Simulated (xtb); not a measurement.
Si(Cl)2(F)(GeH3) (Cl₂FGeH₃Si), SMILES F[Si](Cl)(Cl)[GeH3]. All values are semi-empirical tight-binding results from xtb (GFN2-xTB unless named), good for trends rather than for accurate numbers. Geometry optimised at GFN2-xTB. This is a generated structure with no PubChem entry under its InChIKey; it may be hypothetical.

For metal compounds this method's bond lengths and energies can be far off.

```
Quantity                                      Result
-------------------------------------  -------------
orbital gap                                  5.57 eV
zero-point energy                      17.9 kcal/mol
G − E(el) at 298.15 K (modified RRHO)  -4.4 kcal/mol
```
